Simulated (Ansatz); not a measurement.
Basis-set extrapolation for `C[SiH2]SS` (PBE0-D4/def2-TZVP geometry, frozen core, Ansatz 0.2.0). Multiplicity 1, RHF reference.

```json
{"": "HF", "def2-TZVPP": "-1125.444351", "def2-QZVPP": "-1125.478040"}
{"": "MP2 correlation", "def2-TZVPP": "-0.657950", "def2-QZVPP": "-0.711344"}
{"": "CCSD(T) correlation", "def2-TZVPP": "-0.751362", "def2-QZVPP": "not run"}
```

Energies in hartree. Use E(X) = E(∞) + A·exp(−7.88·√X) for Hartree–Fock and E(X) = E(∞) + B·X^(−2.97) for correlation, with X = 3 and 4, and add CCSD(T) minus MP2 of the smaller set to the MP2 limit.

Task: What is the CCSD(T) energy at the basis-set limit?

Result: HF limit: -1125.478040 + (-0.033689) × 0.13774 = -1125.48268. MP2 limit: -0.711344 + (-0.053394) × 0.74074 = -0.75090. Higher-order term: -0.751362 − (-0.657950) = -0.09341. Total: -1126.32699 hartree, 344.7 kJ/mol below CCSD(T)/def2-TZVPP.
